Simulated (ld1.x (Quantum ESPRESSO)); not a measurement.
# Ranking ultrasoft potentials for indium (In)

All share these settings but for the change named:

ld1.x (Quantum ESPRESSO) 7.5 input, shortened:

```
&input
   title='In', zed=49., rel=1, dft='PW91', iswitch=3,
   config='[Kr] 4d10 5s2 5p1'
 /
 &inputp
   pseudotype=3, tm=.true., lloc=-1, rcloc=2.10,
   nlcc=.true., new_core_ps=.true., rcore=1.10,
   which_augfun='PSQ', rmatch_augfun=1.65
 /
6
5S  1  0   2.00   0.00  1.90  2.10  0.0
5S  1  0   0.00   1.80  1.90  2.10  0.0
5P  2  1   1.00   0.00  2.55  3.25  0.0
5P  2  1   0.00   0.35  2.55  3.25  0.0
4D  3  2  10.00   0.00  1.65  1.95  0.0
4D  3  2   0.00   0.25  1.65  1.95  0.0
 &test
   configts(1)='4d10 5s2 5p1'
 /
```

Cutoff: the first of the cutoffs (Ry, on a coarse ladder) from which the occupation-weighted sum of valence levels, in a spherical-Bessel basis at the reference potential, stays within 10 and 1 mRy of its value at 400 Ry; the density cutoff is not measured.

The base gives 30 Ry.

Of 11 variants that were run, those that failed, showed a ghost or another fault, or gave nearly equal values are left out.

A variant can come out equal or close to the base.

(1) Rank these variants from softest to hardest (loose cutoff).
A. type TM; waves now 5s (bound): rc 2.10 bohr; 4d (bound): rc 1.95 bohr; 5p (bound): rc 3.25 bohr; local potential the p channel
B. all radii but the core radius scaled by about 1.15 (s 2.42, p 3.74, d 2.24 bohr, rcut 2.20/2.94/1.90); local potential all-electron potential smoothed inside 2.42 bohr (lloc = -1); augmentation PSQ, radius 1.90 bohr
C. waves 4d (bound): rcut 1.65, rcutus 2.80 bohr; 4d channel at 0.25 Ry: rcut 1.65, rcutus 2.80 bohr
D. local potential all-electron potential smoothed inside 3.10 bohr (lloc = -1)

## Answers

(1) C (12 Ry), B (21 Ry), D (30 Ry), A (70 Ry).
